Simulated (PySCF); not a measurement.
Compound: BrH5OSi2.
Z-matrix (Å and degrees, PBE0-D3(BJ)/def2-SVP geometry), rows numbered from 1:
```
Si
O   1  1.6644
Si  2  1.6390  1  150.50
Br  3  2.2261  2  109.95  1    -3.80
H   1  1.4905  2  108.78  3  -116.88
H   1  1.4901  2  108.62  3   123.84
H   1  1.4914  2  109.98  3     3.45
H   3  1.4852  2  110.03  1   114.35
H   3  1.4848  2  109.87  1  -121.95
```

Level: CAM-B3LYP/def2-SVPD in PySCF, non-relativistic, on one gas-phase PBE0-D3(BJ)/def2-SVP geometry that isn't relaxed in the solvent. The solvent is an IEF-PCM continuum (van der Waals radii × 1.2), and excitations are vertical TDDFT with non-equilibrium linear response and a frozen core. Specific hydrogen bonds and non-electrostatic terms are outside this model. Spin–orbit coupling is left out although an atom past zinc is present.

Gas-phase singlets (H = HOMO, L = LUMO):

```csv
state,E (eV),λ (nm),f,leading configurations
S1,7.068,175,0.026,H→L+1 89%
S2,7.304,170,0.000,"H→L 70%, H-2→L 14%"
S3,7.362,168,0.034,H-1→L+1 90%
S4,7.723,161,0.001,"H-2→L 72%, H→L 9%"
S5,7.773,160,0.007,"H-3→L 56%, H-1→L 30%"
```

Question: What are the lowest 5 singlets in acetonitrile (ε = 35.69)?

Answer: 
```json
{"state": "S1", "E (eV)": "7.132", "λ (nm)": "174", "f": "0.037", "leading configurations": "H→L+1 65%, H→L 20%", "change by rank (eV)": "+0.064"}
{"state": "S2", "E (eV)": "7.361", "λ (nm)": "168", "f": "0.000", "leading configurations": "H→L 50%, H→L+1 18%, H-2→L 12%", "change by rank (eV)": "+0.057"}
{"state": "S3", "E (eV)": "7.457", "λ (nm)": "166", "f": "0.051", "leading configurations": "H-1→L+1 65%, H-1→L 24%", "change by rank (eV)": "+0.095"}
{"state": "S4", "E (eV)": "7.808", "λ (nm)": "159", "f": "0.002", "leading configurations": "H-2→L 50%, H-2→L+1 10%, H→L+6 9%", "change by rank (eV)": "+0.085"}
{"state": "S5", "E (eV)": "7.831", "λ (nm)": "158", "f": "0.004", "leading configurations": "H-3→L 52%, H-3→L+1 18%", "change by rank (eV)": "+0.058"}
```

Question: The ground-state energy changes by -0.050 eV from gas to acetonitrile. By how much does the total energy of gas-phase S1 change?

Answer: E(S1) = E(S0) + excitation energy, so it changes by -0.050 + 0.064 = +0.014 eV: it isn't lowered at all, while the ground state is. This is the vertical state, with the slow part of the continuum still set for S0.

Question: How do the frontier levels move from gas to acetonitrile?

Answer: 
```json
{"orbital": "LUMO+2", "gas (eV)": "1.11", "solvent (eV)": "1.27", "change (eV)": "+0.16", "Löwdin shares, gas": "Si1 31 %, Si3 20 %, Br4 11 %, H6 7 %", "Löwdin shares, solvent": "Si1 27 %, Si3 21 %, Br4 14 %, H9 7 %"}
{"orbital": "LUMO+1", "gas (eV)": "0.82", "solvent (eV)": "0.87", "change (eV)": "+0.05", "Löwdin shares, gas": "Br4 49 %, Si3 22 %, O2 8 %, H8 8 %", "Löwdin shares, solvent": "Br4 41 %, Si3 22 %, O2 10 %, H9 8 %"}
{"orbital": "LUMO", "gas (eV)": "0.67", "solvent (eV)": "0.82", "change (eV)": "+0.15", "Löwdin shares, gas": "Si1 24 %, Si3 23 %, O2 13 %, Br4 9 %", "Löwdin shares, solvent": "Br4 24 %, Si3 22 %, Si1 22 %, O2 10 %"}
{"orbital": "HOMO", "gas (eV)": "-9.73", "solvent (eV)": "-9.73", "change (eV)": "0.00", "Löwdin shares, gas": "Br4 69 %, Si3 13 %, H8 6 %, H9 6 %", "Löwdin shares, solvent": "Br4 59 %, Si3 15 %, H8 8 %, H9 8 %"}
{"orbital": "HOMO-1", "gas (eV)": "-10.01", "solvent (eV)": "-10.07", "change (eV)": "-0.06", "Löwdin shares, gas": "Br4 86 %, Si3 7 %, O2 5 %", "Löwdin shares, solvent": "Br4 86 %, Si3 6 %, O2 5 %"}
{"orbital": "HOMO-2", "gas (eV)": "-10.47", "solvent (eV)": "-10.36", "change (eV)": "+0.11", "Löwdin shares, gas": "O2 31 %, Si1 19 %, H5 13 %, Br4 13 %", "Löwdin shares, solvent": "O2 28 %, Br4 20 %, Si1 18 %, H5 13 %"}
{"orbital": "HOMO-3", "gas (eV)": "-10.62", "solvent (eV)": "-10.51", "change (eV)": "+0.11", "Löwdin shares, gas": "O2 28 %, Si1 21 %, H7 20 %, Br4 15 %", "Löwdin shares, solvent": "O2 27 %, Si1 23 %, H7 21 %, Br4 13 %"}
```

The HOMO–LUMO gap goes from 10.40 to 10.55 eV.
